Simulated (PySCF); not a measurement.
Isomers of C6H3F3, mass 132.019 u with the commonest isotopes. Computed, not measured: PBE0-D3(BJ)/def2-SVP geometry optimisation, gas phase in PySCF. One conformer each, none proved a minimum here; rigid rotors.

**Question.** Order these by dipole moment, smallest first.
A. `c1(F)cccc(F)c1F`
B. `FC(F)(C#CC=C=C)F`
C. `Fc1c(F)ccc(F)c1`
D. `Fc1cc(F)cc(F)c1` (1,3,5-trifluorobenzene)

**Answer.** D (0.00 D), C (1.28 D), A (2.60 D), B (3.62 D).

**Question.** Order these by radius of gyration √(Σ m r²/M), smallest first.
A. `C=C=CC#CC(F)(F)F`
B. `Fc1cccc(F)c1F`
C. `FC1=CC(F)=CC(F)=C1` (1,3,5-trifluorobenzene)
D. `Fc1ccc(F)c(F)c1`

**Answer.** B (1.954 Å), D (2.056 Å), C (2.083 Å), A (2.598 Å).

**Question.** Order these by rotational constant A, smallest first.
A. `Fc1cccc(F)c1F`
B. 1,3,5-trifluorobenzene, `Fc1cc(cc(c1)F)F`
C. `Fc1ccc(F)c(F)c1`
D. `FC(C#CC=C=C)(F)F`

**Answer.** B (1764 MHz), A (2326 MHz), C (3097 MHz), D (4248 MHz).

| SMILES | point group | Ia (u·Å²) | Ib (u·Å²) | Ic (u·Å²) | κ | μa (D) | μb (D) | μc (D) |
| --- | --- | --- | --- | --- | --- | --- | --- | --- |
| Fc1cccc(F)c1F | C2v | 217.30 | 286.72 | 504.01 | 0.15 | 0.00 | 2.60 | 0.00 |
| Fc1ccc(F)c(F)c1 | Cs | 163.17 | 395.02 | 558.19 | -0.66 | 0.86 | 0.95 | 0.00 |
| Fc1cc(F)cc(F)c1 | D3h | 286.44 | 286.61 | 573.05 | 1.00 | 0.00 | 0.00 | 0.00 |
| C=C=CC#CC(F)(F)F | near Cs | 118.96 | 817.85 | 845.38 | -0.99 | 3.61 | 0.22 | 0.01 |
